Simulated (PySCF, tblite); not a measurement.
C₉H₁₂P (charge -1).
Numbering: `[CH2:1]=[CH:2][c:3]1[c:4]([CH3:5])[cH:6][p-:7][c:8]1[CH2:9][CH3:10]` (hydrogens: H11, H12 on C1; H13 on C2; H14, H15, H16 on C5; H17 on C6; H18, H19 on C9; H20, H21, H22 on C10)

The geometry is computed with GFN2-xTB (gas phase).

Q: Give the optimised bond lengths and angles.

A: 
```tsv
bond	length (pm)	order
C1=C2	133.8	double
C2–C3	143.6	single
C3–C4	142.1	aromatic
C4–C5	150.0	single
C4–C6	137.3	aromatic
C6–P7	174.9	aromatic
P7–C8	174.3	aromatic
C8–C9	150.1	single
C9–C10	153.0	single
C3–C8	140.6	aromatic
C1–H11	107.5	single
C1–H12	108.2	single
C2–H13	108.8	single
C5–H14, C5–H15, C5–H16	109.2	single
C6–H17	108.2	single
C9–H18, C9–H19	109.6	single
C10–H20, C10–H21, C10–H22	109.0	single
```

Bonds in one row agree within 1 pm and their mean is given. Orders are formal, as drawn. A selection of angles:
```tsv
angle	degrees
C1–C2–C3	129.4
C2–C3–C4	127.2
C2–C3–C8	121.5
C4–C3–C8	111.3
C3–C4–C5	125.8
C3–C4–C6	112.4
C5–C4–C6	121.7
C4–C6–P7	113.8
C6–P7–C8	89.4
P7–C8–C9	121.7
C3–C8–P7	113.1
C3–C8–C9	125.0
C8–C9–C10	111.7
```

Torsions: C1–C2–C3–C4 24° (synperiplanar); P7–C8–C9–C10 -103° (anticlinal). The mirror-image conformer, all signs reversed, is as good.

The 5-membered ring C3–C4–C6–P7–C8 has internal angles of 89.4° to 113.8° (sum 540°, against 540° for a flat polygon); it is planar, 0.01 Å rms from its mean plane, widest ring torsion 1°. Of the pairs four or more bonds apart, H13···H18 is among the closest relative to their van der Waals radii: 2.16 Å, 90 % of the sum of Bondi's values. C3 (substituted aromatic carbon) is planar (angles 127.2°, 121.5° and 111.3°, sum 360.0°, 0.02 Å off the plane of its three neighbours). C6 (aromatic CH carbon) is planar (angles 124.1°, 122.1° and 113.8°, sum 360.0°, 0.00 Å off the plane of its three neighbours). C8 (substituted aromatic carbon) is planar (angles 125.0°, 121.7° and 113.1°, sum 359.8°, 0.04 Å off the plane of its three neighbours). C4 (substituted aromatic carbon) is planar (angles 125.8°, 121.7° and 112.4°, sum 359.9°, 0.02 Å off the plane of its three neighbours). P7 (phosphorus bonded to 2 C) is bent (angle 89.4°).

Point group: C1 (no symmetry element, even within 0.4 Å). Its GFN2-xTB frequencies are all real (lowest 65 cm⁻¹).
